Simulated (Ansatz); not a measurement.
`[GaH2][CH2][GeH3]` + H₂ → `[GaH3]` + `[CH3][GeH3]` at 400 K and 1 bar (hydrogenolysis of a Ga–C bond).

Gas-phase electronic energies from Ansatz, PBE0-D4/def2-TZVP geometries. CCSD(T)/CBS adds triple-zeta CCSD(T) − MP2 to the extrapolated MP2 energy (def2 sets, frozen cores). This one scheme is used for every species. For Ga, Ge outer-core shells are correlated without core-valence functions, which leaves a few kJ/mol of doubt a bond. Scalar relativity is left out up to krypton.

```
            species  CCSD(T)/CBS energy (Eh)  H − E (kJ/mol)  S (J/(mol·K))
`[GaH2][CH2][GeH3]`              -4042.29238           196.7          386.1
                 H₂                 -1.17544            38.0          139.0
           `[GaH3]`              -1925.70545            64.2          231.8
      `[CH3][GeH3]`              -2117.76728           178.0          291.9
```

H − E and S are ideal-gas, rigid-rotor, harmonic terms from PBE0-D4/def2-TZVP. The MP2-based limit puts H₂ 0.8 mEh under its directly extrapolated value; such offsets cancel only in part. 1 Eh = 2625.50 kJ/mol, R = 8.31446 J/(mol·K).

**Question.** By hand: ΔE, ΔH, ΔS and ΔG.

**Answer.** ΔE = (-1925.70545) + (-2117.76728) − (-4042.29238) − (-1.17544) = -0.00491 Eh = -12.9 kJ/mol. Δ(H − E) = 64.2 + 178.0 − 196.7 − 38.0 = 7.5, so ΔH = -5.4 kJ/mol. ΔS = 231.8 + 291.9 − 386.1 − 139.0 = -1.4 J/(mol·K). ΔG = -5.4 − 400 × (-1.4)/1000 = -4.8 kJ/mol.

**Question.** By hand: the equilibrium constant, and the temperature at which ΔG would vanish if ΔH and ΔS stayed fixed.

**Answer.** log₁₀ K = −ΔG/(RT ln 10) = 0.6. ΔG = 0 at ΔH/ΔS = 3857 K, far beyond where these terms or the molecules hold.

The number of gas molecules stays the same, so ΔS is small and ΔH decides. The sign of ΔG lies within the doubt. A doubt of 5 kJ/mol in ΔE shifts log₁₀ K by 0.7 here. These are equilibria of isolated gas molecules and say nothing of rates. Largest T1 diagnostic: 0.013 (customary marks: 0.02 for closed shells, 0.045 for open ones).
